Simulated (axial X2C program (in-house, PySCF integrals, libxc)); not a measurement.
## What spin–orbit coupling does to GaH⁻

Calculated with an in-house all-electron X2C program for linear molecules (integrals from PySCF). Spin-free means the one-electron spin-free X2C Hamiltonian; two-component (2c) means X2C with spin–orbit coupling and atomic mean-field two-electron Coulomb and Gaunt terms, so the difference of the two also holds small scalar two-electron terms. Basis: Ga dyall-acv3z [10s10p8d5f1g], H dyall-av3z [7s3p2d] (cores contracted in-house); Gaussian nuclei, density fitting, unrestricted open shells. Masses: Ga 68.926 u, H 1.008 u.

Spin-free state: M_S = 1/2, Λ = 1 (beyond evenly filled blocks: π+α); fragments Ga + H- for PBE0, MP2, CCSD, CCSD(T); Ga- + H for HF.

```csv
level,Re (Å),ωe (cm⁻¹),De (eV),μ (D)
PBE0,1.704,1412.2,2.390,-0.57
HF,1.694,1487.0,n/a,-0.24
MP2,1.682,1446.3,2.341,n/a
CCSD,1.699,1398.3,2.291,n/a
CCSD(T),1.701,1387.6,n/a,n/a
```

Correlated methods: 15 electrons correlated (number of frozen shells: Ga 3 s, 2 p; H none), 241 virtual spin orbitals or spinors in MP2, 90 natural virtuals in coupled cluster.

Dipoles are positive if H is the positive end and refer to the centre of mass.

Problem. Within this multiplet, which Ω should lie lowest by the rule for regular and inverted multiplets?

Solution. The open π shell holds one electron, so the multiplet is regular: Ω = Λ − 1/2 = 1/2. The PBE0 2c search agrees, though Ω = 3/2 of the search lies only 0.03 eV higher.

Two-component determinant lowest at the distance of the search:

Ω = 1/2 (⟨Sz⟩ = -0.50, ⟨Lz⟩ = 1.00 at HF); fragments Ga + H- for PBE0, MP2, CCSD, CCSD(T); Ga- + H for HF.

```
  level  Re (Å)  ωe (cm⁻¹)  De (eV)  μ (D)
   PBE0   1.705     1407.7      n/a  -0.58
     HF   1.695     1480.2      n/a  -0.24
    MP2   1.683     1442.2    2.317    n/a
   CCSD   1.700     1394.1    2.304    n/a
CCSD(T)   1.702     1384.2      n/a    n/a
```

Problem. From the two tables, how do the constants change at the CCSD(T) level (2c against spin-free)?

Solution. At the CCSD(T) level Re goes up by 0.001 Å and ωe drops by 3.4 cm⁻¹.

The state is a single determinant with fixed occupations, the lowest that a limited PBE0 search found. Dissociation energies refer to the lowest single-determinant-based atoms at the same level and basis. De is not given where an atomic determinant may have missed its ground term or J level, or where the truncated virtual space spoils (T). Density functionals use the spin component along the axis (collinear). CCSD and (T) use frozen natural virtuals with an MP2 correction for the truncation; (T) itself is uncorrected, so its De runs slightly low. The highest occupied level is positive at some bond lengths even in Hartree–Fock (under at least one Hamiltonian), so the basis set holds the extra electron there; where that holds at Re the anion is at best weakly bound and its constants depend on the basis. The functionals have no current-density term, which raises determinants with orbital currents, atoms included.
